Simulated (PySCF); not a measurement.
Spectra and structures to be paired. Level of theory: TDDFT PBE0/def2-SVPD, vertical, gas phase, core orbitals frozen in the response in PySCF. Geometries: GFN2-xTB; one conformer of each isolated species. Triplets are in the Tamm–Dancoff approximation.

A. `C/C=N/[C@@H]1C=C[SiH2]1`
B. `Fc1ccc(F)c(F)c1`
C. `Clc1nncn1C1CC1`
D. `N#CCC1C[SiH2]C1`
E. `O=C(Cl)c1ccco1`

Lowest singlet levels (six at most, fewer where fewer were computed) with oscillator strengths:

1. 233 nm (f 0.032); 199 nm (f 0.001); 185 nm (f 0.002); 174 nm (f 0.539); 170 nm (f 0.002); 170 nm (f 0.539); T1 4.12 eV
2. 218 nm (f 0.000); 191 nm (f 0.012); 189 nm (f 0.161); 186 nm (f 0.001); 181 nm (f 0.003); 180 nm (f 0.077); T1 4.81 eV
3. 249 nm (f 0.001); 236 nm (f 0.002); 226 nm (f 0.006); 209 nm (f 0.006); 203 nm (f 0.151); 190 nm (f 0.105); T1 4.24 eV
4. 175 nm (f 0.010); 171 nm (f 0.109); 169 nm (f 0.031); 166 nm (f 0.003); 159 nm (f 0.004); 158 nm (f 0.003); T1 6.29 eV
5. 271 nm (f 0.000); 251 nm (f 0.388); 221 nm (f 0.000); 210 nm (f 0.017); 204 nm (f 0.043); 177 nm (f 0.003); T1 3.14 eV

Question: Which spectrum belongs to which structure?

Answer: 1 = B, 2 = C, 3 = A, 4 = D, 5 = E.
- A: S1 at 4.98 eV, HOMO→LUMO+1 (75%), HOMO→LUMO+2 (20%); Löwdin shares by element: HOMO nitrogen 54%, carbon 27% or more (atoms not listed hold the other 19%); LUMO carbon 68% or more, silicon 9%, hydrogen 5% or more (atoms not listed hold the other 19%); HOMO -6.87 and LUMO -0.34 eV.
- B: S1 at 5.33 eV, HOMO→LUMO (78%), HOMO-1→LUMO+1 (22%); Löwdin shares by element: HOMO carbon 64% or more (atoms not listed hold the other 36%); LUMO carbon 72% or more (atoms not listed hold the other 28%); HOMO -7.48 and LUMO -1.04 eV; point group Cs.
- C: S1 at 5.70 eV, HOMO→LUMO (99%); Löwdin shares by element: HOMO nitrogen 80% or more, carbon 16% or more; LUMO carbon 37% or more, nitrogen 31% or more (atoms not listed hold the other 32%); HOMO -7.47 and LUMO -0.13 eV; point group Cs, 1 of its 6 listed states under f = 0.0005.
- D: S1 at 7.07 eV, HOMO-1→LUMO (91%); Löwdin shares by element: HOMO carbon 55% or more, silicon 23%, hydrogen 5% or more (atoms not listed hold the other 18%); LUMO silicon 37%, hydrogen 24% or more, carbon 10% or more (atoms not listed hold the other 28%); HOMO -8.33 and LUMO -0.01 eV.
- E: S1 at 4.57 eV, HOMO-1→LUMO (94%); Löwdin shares by element: HOMO carbon 74% or more (atoms not listed hold the other 26%); LUMO carbon 48% or more, oxygen 19% or more (atoms not listed hold the other 32%); HOMO -7.68 and LUMO -2.26 eV; point group Cs, 2 of its 6 listed states under f = 0.0005.
